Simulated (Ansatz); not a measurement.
A run of Ansatz (development build ahead of 0.2.0) on triplet CHV at this shape:

```yaml
atoms:
  - { symbol: V, position_ang: [0.0000, 0.0000, 0.0000] }
  - { symbol: H, position_ang: [0.0000, 1.6928, 0.0000] }
  - { symbol: C, position_ang: [0.0000, -2.1068, 0.0000] }
```

Its results:

```yaml
Converged: yes
Total_energy: -982.37803 hartree
Spin_squared_of_the_determinant: 2.000
Stability_test: minimum among restricted orbitals
```

Which input gives this output? Name the method, the orbitals and the basis set, and write the input.

ωB97X (restricted open-shell) in pcseg-2.

```yaml
crystal:
  periodic: [false, false, false]
  atoms:
    - { symbol: V, position_ang: [0.0, 0.0, 0.0] }
    - { symbol: H, position_ang: [0.0, 1.6928, 0.0] }
    - { symbol: C, position_ang: [0.0, -2.1068, 0.0] }
basis:
  gaussian: { orbitals: pcseg-2 }
magnetization:
  initial_magnetization: 2
hamiltonian:
  xc: { name: wB97X }
```

Caution: another spin multiplicity may lie lower; an unrestricted determinant lies well below.
